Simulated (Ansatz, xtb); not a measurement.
## Ligand exchange: CH3Br + SiH2(SiH3)Br → SiH3(CH3) + SiH2Br2

Species: CH3Br (bromomethane) `CBr`, singlet; SiH2(SiH3)Br, singlet; SiH3(CH3) (methylsilane), singlet; SiH2Br2 (dibromosilane) `Br[SiH2]Br`, singlet. The partners trade Br for SiH3: C–Br and Si–SiH3 bonds give way to C–SiH3 and Si–Br.

Shapes, held fixed at every level: PBE0-D4/def2-TZVP. Programs: Ansatz 0.2.0, xtb 6.7.1. The zero-point and thermal change to 298 K, harmonic and unscaled (PBE0-D4/def2-TZVP), is -0.2 kJ/mol.

```csv
level,kind,ΔH(298 K) (kJ/mol),less CCSD(T)/def2-TZVPP,CPU time (sum over the molecules)
GFN2-xTB,semi-empirical,-145.9,-3.7,0.19 s
HF/def2-SVP,Hartree–Fock,-150.9,-8.7,–
B3LYP-D4/def2-TZVPP,global hybrid,-140.9,+1.3,31 s
r2SCAN0-D4/def2-TZVPP,global hybrid,-148.9,-6.7,37 s
wB97X-V/def2-TZVPP,range-separated hybrid,-142.4,-0.2,58 s
B2PLYP/def2-TZVPP,double hybrid,-145.9,-3.7,37 s
CCSD(T)/def2-SVP,coupled cluster or CI,-142.6,-0.4,21 s
CCSD/def2-SVP,coupled cluster or CI,-144.1,-1.9,–
CCSD(T)/def2-TZVPP,coupled cluster or CI,-142.2,0.0,4.5 min
```

The highest level, CCSD(T)/def2-TZVPP, gives ΔH(298 K) = -142.2 kJ/mol; the levels span -150.9 to -140.9. The column of differences is taken from that level and isn't an error. No measured value is set beside it here. Relativity is left out for Br. Outer-core shells of Br are correlated, in sets that cover them unevenly. Times are processor times on shared x86 and Arm servers, and rough.
